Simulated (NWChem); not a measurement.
All runs are NWChem calculations. System: C$_{2}$H$_{5}$BO$_{2}$, charge 0, spin multiplicity 1, at a geometry optimised with PBE0/def2-SVP. The structure started from a generated list of species. Level: RHF/def2-TZVP.

Input file:

```
start mol
memory heap 200 mb stack 800 mb global 1000 mb
geometry units angstroms nocenter noautoz noautosym
  B     -1.389075     1.345191     0.482010
  H     -0.886875     1.653851     1.532970
  H     -2.412229     1.822116     0.057898
  O     -0.829629     0.371046    -0.293179
  C      0.397019    -0.194318    -0.025584
  C      0.498639    -1.557660    -0.632139
  O      1.247928     0.377857     0.582724
  H      1.483626    -1.988155    -0.422069
  H      0.336186    -1.488503    -1.717989
  H     -0.295670    -2.204620    -0.230886
end
basis spherical
  * library def2-tzvp
end
scf
  rhf
  nopen 0
  maxiter 100
  thresh 1e-7
  semidirect memsize 60000000 filesize 0
end
task scf energy
```

Part of the output:

```
             Northwest Computational Chemistry Package (NWChem) 7.3.0
             --------------------------------------------------------

                                NWChem Input Module
                                -------------------

 Scaling coordinates for geometry "geometry" by  1.889725989
 (inverse scale =  0.529177249)

                             Geometry "geometry" -> ""
                             -------------------------

 Output coordinates in angstroms (scale by  1.889725989 to convert to a.u.)

  No.       Tag          Charge          X              Y              Z
 ---- ---------------- ---------- -------------- -------------- --------------
    1 B                    5.0000    -1.38907500     1.34519100     0.48201000
    2 H                    1.0000    -0.88687500     1.65385100     1.53297000
    3 H                    1.0000    -2.41222900     1.82211600     0.05789800
    4 O                    8.0000    -0.82962900     0.37104600    -0.29317900
    5 C                    6.0000     0.39701900    -0.19431800    -0.02558400
    6 C                    6.0000     0.49863900    -1.55766000    -0.63213900
    7 O                    8.0000     1.24792800     0.37785700     0.58272400
    8 H                    1.0000     1.48362600    -1.98815500    -0.42206900
    9 H                    1.0000     0.33618600    -1.48850300    -1.71798900
   10 H                    1.0000    -0.29567000    -2.20462000    -0.23088600

 Effective nuclear repulsion energy (a.u.)     163.0023440491

            Nuclear Dipole moment (a.u.)
            ----------------------------
        X                 Y               Z
 ---------------- ---------------- ----------------
     0.0000056692    -0.0000000000    -0.0000075589


 Summary of "ao basis" -> "" (spherical)
 ------------------------------------------------------------------------------
       Tag                 Description            Shells   Functions and Types
 ---------------- ------------------------------  ------  ---------------------
 *                         def2-tzvp                  on all atoms

 Summary of "ao basis" -> "ao basis" (spherical)
 ------------------------------------------------------------------------------
       Tag                 Description            Shells   Functions and Types
 ---------------- ------------------------------  ------  ---------------------
 B                         def2-tzvp                11       31   5s3p2d1f
 H                         def2-tzvp                 4        6   3s1p
 O                         def2-tzvp                11       31   5s3p2d1f
 C                         def2-tzvp                11       31   5s3p2d1f

                                 NWChem SCF Module
                                 -----------------

  ao basis        = "ao basis"
  functions       =   185
  atoms           =    10
  closed shells   =    19
  open shells     =     0
  charge          =   0.00
  wavefunction    = RHF
  use symmetry    = F
  symmetry adapt  = F

 Summary of "ao basis" -> "ao basis" (spherical)
 ------------------------------------------------------------------------------
       Tag                 Description            Shells   Functions and Types
 ---------------- ------------------------------  ------  ---------------------
 B                         def2-tzvp                11       31   5s3p2d1f
 H                         def2-tzvp                 4        6   3s1p
 O                         def2-tzvp                11       31   5s3p2d1f
 C                         def2-tzvp                11       31   5s3p2d1f

 Forming initial guess at       0.2s

      Superposition of Atomic Density Guess
      -------------------------------------

 Sum of atomic energies:        -251.94502975

      Non-variational initial energy
      ------------------------------

 Total energy =    -254.369679
 1-e energy   =    -665.162548
 2-e energy   =     247.790525
 HOMO         =      -0.372058
 LUMO         =      -0.013929

 Starting SCF solution at       6.2s

 ----------------------------------------------
         Quadratically convergent ROHF

 Convergence threshold     :          1.000E-07
 Maximum no. of iterations :          100
 Final Fock-matrix accuracy:          1.000E-09
 ----------------------------------------------

              iter       energy          gnorm     gmax       time
             ----- ------------------- --------- --------- --------
                 1     -253.0843757083  1.44D+00  2.47D-01     12.0
                 2     -253.1908726276  4.34D-01  5.14D-02     23.3
                 3     -253.2076687382  4.07D-02  7.54D-03     37.2
                 4     -253.2079132123  1.20D-03  1.45D-04     60.7
                 5     -253.2079133623  7.23D-07  1.97D-07    105.7
                 6     -253.2079133623  5.72D-09  7.75D-10    141.2

       Final RHF  results
       ------------------

         Total SCF energy =   -253.207913362274
      One-electron energy =   -668.334202490204
      Two-electron energy =    252.123945078788
 Nuclear repulsion energy =    163.002344049142

        Time for solution =    135.0s

             Final eigenvalues
             -----------------

              1
    1  -20.6060
    2  -20.5597
    3  -11.3945
    4  -11.2528
    5   -7.6412
    6   -1.4659
    7   -1.3736
    8   -1.0335
    9   -0.8519
   10   -0.7157
   11   -0.6970
   12   -0.6628
   13   -0.6276
   14   -0.5923
   15   -0.5725
   16   -0.5543
   17   -0.5022
   18   -0.4810
   19   -0.4589
   20    0.0833
   21    0.1237
   22    0.1519
   23    0.1629
   24    0.1749
   25    0.1907
   26    0.2146
   27    0.2195
   28    0.2541
   29    0.2577

                       ROHF Final Molecular Orbital Analysis
                       -------------------------------------

 Vector   17  Occ=2.000000D+00  E=-5.022237D-01
              MO Center=  5.0D-01,  1.8D-01,  2.3D-01, r^2= 2.2D+00
   Bfn.  Coefficient  Atom+Function         Bfn.  Coefficient  Atom+Function
  ----- ------------  ---------------      ----- ------------  ---------------
   144      0.294987   7 O  pz              147      0.265455   7 O  pz
   150      0.164342   7 O  pz

 Vector   18  Occ=2.000000D+00  E=-4.809633D-01
              MO Center= -6.5D-01,  1.0D+00,  5.6D-01, r^2= 3.4D+00
   Bfn.  Coefficient  Atom+Function         Bfn.  Coefficient  Atom+Function
  ----- ------------  ---------------      ----- ------------  ---------------
   143      0.219151   7 O  py               33     -0.195217   2 H  s
     8     -0.191762   1 B  pz              146      0.192669   7 O  py
    11     -0.154581   1 B  pz

 Vector   19  Occ=2.000000D+00  E=-4.588595D-01
              MO Center=  1.4D-01,  4.3D-01,  2.7D-01, r^2= 3.4D+00
   Bfn.  Coefficient  Atom+Function         Bfn.  Coefficient  Atom+Function
  ----- ------------  ---------------      ----- ------------  ---------------
   143      0.254276   7 O  py              146      0.228509   7 O  py
   142     -0.214807   7 O  px              145     -0.193077   7 O  px
    49     -0.167504   4 O  px               52     -0.156552   4 O  px
   149      0.152200   7 O  py

 Vector   20  Occ=0.000000D+00  E= 8.332091D-02
              MO Center= -1.4D+00,  1.2D+00,  5.7D-01, r^2= 4.6D+00
   Bfn.  Coefficient  Atom+Function         Bfn.  Coefficient  Atom+Function
  ----- ------------  ---------------      ----- ------------  ---------------
    13      0.637400   1 B  py               14     -0.431797   1 B  pz
    12      0.362191   1 B  px              182     -0.291845  10 H  s
     5     -0.182236   1 B  s                10      0.179791   1 B  py
    87     -0.179329   5 C  py                7      0.170681   1 B  py
   110      0.162504   6 C  s                55     -0.160791   4 O  px

 Vector   21  Occ=0.000000D+00  E= 1.237387D-01
              MO Center= -3.7D-01, -7.8D-01, -6.3D-01, r^2= 8.4D+00
   Bfn.  Coefficient  Atom+Function         Bfn.  Coefficient  Atom+Function
  ----- ------------  ---------------      ----- ------------  ---------------
   110      5.989606   6 C  s                 5     -2.041846   1 B  s
    79     -1.886791   5 C  s               176     -1.861164   9 H  s
   182     -1.687247  10 H  s               170     -1.252644   8 H  s
    87      1.219658   5 C  py                4      0.602754   1 B  s
    86     -0.594604   5 C  px              109     -0.502089   6 C  s

 Vector   22  Occ=0.000000D+00  E= 1.519114D-01
              MO Center= -1.9D+00,  1.8D+00,  1.1D+00, r^2= 8.6D+00
   Bfn.  Coefficient  Atom+Function         Bfn.  Coefficient  Atom+Function
  ----- ------------  ---------------      ----- ------------  ---------------
   110      3.122999   6 C  s                 5      2.480530   1 B  s
     4     -2.044651   1 B  s                40     -1.190782   3 H  s
    12     -0.923969   1 B  px               13      0.925077   1 B  py
    79     -0.908494   5 C  s                34     -0.896953   2 H  s
    48      0.892818   4 O  s               182     -0.835997  10 H  s

 center of mass
 --------------
 x =   0.00936341 y =   0.09291353 z =   0.03302609

 moments of inertia (a.u.)
 ------------------
         324.054832746958         131.933589918265          -5.658986848696
         131.933589918265         324.383446778864         -97.601949961803
          -5.658986848696         -97.601949961803         507.562208198501

  Mulliken analysis of the total density
  --------------------------------------

    Atom       Charge   Shell Charges
 -----------   ------   -------------------------------------------------------
    1 B    5     4.80   0.91  1.07  0.50  0.44  0.04  0.87  0.72  0.07  0.07  0.08  0.02
    2 H    1     0.98   0.26  0.52  0.20  0.01
    3 H    1     1.00   0.26  0.52  0.21  0.01
    4 O    8     8.41   0.79  1.18  0.55  0.94  0.29  1.87  2.09  0.65  0.00  0.03  0.00
    5 C    6     5.49   0.86  1.12  0.52  0.51  0.04  1.13  0.94  0.07  0.07  0.22  0.03
    6 C    6     6.31   0.85  1.12  0.47  0.67  0.08  1.27  1.40  0.37  0.02  0.04  0.00
    7 O    8     8.43   0.79  1.18  0.58  0.94  0.35  1.84  1.94  0.76  0.00  0.03  0.00
    8 H    1     0.86   0.26  0.48  0.09  0.02
    9 H    1     0.86   0.26  0.48  0.10  0.02
   10 H    1     0.87   0.26  0.48  0.10  0.02

       Multipole analysis of the density wrt the origin
       ------------------------------------------------

     L   x y z        total         open         nuclear
     -   - - -        -----         ----         -------
     0   0 0 0     -0.000000      0.000000     38.000000

     1   1 0 0     -0.454465      0.000000      0.000006
     1   0 1 0     -0.745410      0.000000     -0.000000
     1   0 0 1     -0.416850      0.000000     -0.000008

     2   2 0 0    -25.039698      0.000000    139.475376
     2   1 1 0     -1.051687      0.000000    -77.908888
     2   1 0 1     -2.442775      0.000000     -0.611460
     2   0 2 0    -20.537184      0.000000    154.126308
     2   0 1 1     -0.211254      0.000000     59.340971
     2   0 0 2    -22.673519      0.000000     44.651335

 Task  times  cpu:      141.3s     wall:      141.3s

 Total times  cpu:      141.3s     wall:      141.3s
```
